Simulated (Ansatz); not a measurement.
Relaxation of HgS2 with RKS PBE0-D4/def2-TZVP.

```sh
$ ansatz run in.yaml --threads 2 --pin off --events-out ev --progress --plain --max-ram 4352MiB
```

```yaml
crystal:
  periodic: [false, false, false]
  atoms:
    - {symbol: Hg, position_ang: [-1.303880, -0.452110, -0.072140]}
    - {symbol: S, position_ang: [1.026890, -0.853160, 0.021120]}
    - {symbol: S, position_ang: [0.276990, 1.305270, 0.051020]}
basis:
  gaussian: {orbitals: def2-TZVP}
hamiltonian: {xc: pbe0, dispersion: d4}
scf: {lower_state_search: "off"}
output: {orbitals: {seedname: orbitals}}
relax: {f_tol: 0.02, max_steps: 100}
```

Run time 21 s (2 threads of Arm Neoverse V2 on a shared host).

Positions (Å) and forces (eV/Å) at steps 1, 2, 3, 4, 5, 6, 7, 8, 9, 10, 11, 13 of 13:

```xyz
3
step=1 energy=-25838.2869 eV
Hg   -1.304   -0.452   -0.072   -0.562   -0.194   -0.031
S     1.027   -0.853    0.021    0.383   -0.194    0.012
S     0.277    1.305    0.051    0.179    0.388    0.020
3
step=2 energy=-25838.3140 eV
Hg   -1.325   -0.459   -0.073   -0.429   -0.149   -0.024
S     1.039   -0.855    0.022    0.098    0.409    0.017
S     0.286    1.314    0.052    0.331   -0.261    0.007
3
step=3 energy=-25838.3289 eV
Hg   -1.397   -0.485   -0.077    0.185    0.064    0.010
S     1.075   -0.840    0.024   -0.537    1.248    0.013
S     0.323    1.324    0.054    0.352   -1.312   -0.023
3
step=4 energy=-25838.3564 eV
Hg   -1.404   -0.487   -0.078    0.063    0.022    0.003
S     1.075   -0.828    0.024   -0.483    1.287    0.016
S     0.330    1.315    0.054    0.420   -1.309   -0.020
3
step=5 energy=-25838.3105 eV rejected
Hg   -1.421   -0.493   -0.079   -3.266   -1.130   -0.181
S     1.018   -0.639    0.027    2.782   -2.735    0.045
S     0.403    1.131    0.052    0.484    3.865    0.136
3
step=6 energy=-25838.6493 eV
Hg   -1.468   -0.509   -0.081   -1.037   -0.359   -0.057
S     1.077   -0.731    0.027    0.158    1.218    0.043
S     0.391    1.240    0.054    0.879   -0.859    0.014
3
step=7 energy=-25838.9825 eV
Hg   -1.561   -0.541   -0.086   -1.762   -0.609   -0.097
S     1.100   -0.648    0.030    0.823    0.479    0.051
S     0.461    1.189    0.056    0.940    0.130    0.046
3
step=8 energy=-25839.3531 eV
Hg   -1.699   -0.589   -0.094   -1.603   -0.557   -0.089
S     1.153   -0.577    0.035    1.285   -1.116    0.025
S     0.546    1.166    0.059    0.318    1.673    0.064
3
step=9 energy=-25839.7050 eV
Hg   -1.888   -0.655   -0.104   -0.632   -0.218   -0.035
S     1.248   -0.551    0.040    0.611   -0.737    0.006
S     0.639    1.206    0.064    0.021    0.955    0.029
3
step=10 energy=-25839.8319 eV
Hg   -2.077   -0.720   -0.115   -0.184   -0.063   -0.010
S     1.347   -0.531    0.045    0.096    0.020    0.005
S     0.729    1.251    0.070    0.087    0.044    0.005
3
step=11 energy=-25839.8580 eV
Hg   -2.229   -0.773   -0.123   -0.039   -0.014   -0.002
S     1.424   -0.504    0.049    0.047   -0.074    0.000
S     0.805    1.276    0.074   -0.009    0.087    0.002
3
step=13 energy=-25839.8605 eV
Hg   -2.303   -0.798   -0.127   -0.001   -0.001    0.000
S     1.461   -0.492    0.051    0.004   -0.011    0.000
S     0.842    1.290    0.076   -0.003    0.011    0.000
```

In the def2 sets Hg takes a core potential; there is no spin–orbit coupling. The structure comes from a short search, and lower isomers may exist.
